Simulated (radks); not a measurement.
Coulomb parameter of the 4f shell of the thulium ion Tm3+ in the model configuration [Xe] 4f11 6p1, as a second difference U = [E(n + 0.5) + E(n - 0.5) - 2 E(n)] / (0.5)^2 with all orbitals relaxed. "Bare": the charge of the atom changes with n. "Screened": the 6p shell takes up the change at fixed total charge, which measures U(4f,4f) + U(6p,6p) - 2 U(4f,6p). Method: Dirac Kohn-Sham, BLYP, spin-unpolarised, spherical densities, point nucleus; open shells are shared between the two j in proportion to 2j + 1; computed with a radial shooting solver on a logarithmic mesh with Libxc functionals.

case	configuration	E - E(n) (eV)
start	[Xe] 4f11 6p1	0.000
bare +0.5	[Xe] 4f11.5 6p1	-21.156
bare -0.5	[Xe] 4f10.5 6p1	26.424
screened +0.5	[Xe] 4f11.5 6p0.5	-12.078
screened -0.5	[Xe] 4f10.5 6p1.5	14.670

U(bare) = 21.071 eV, U(screened by 6p) = 10.368 eV.
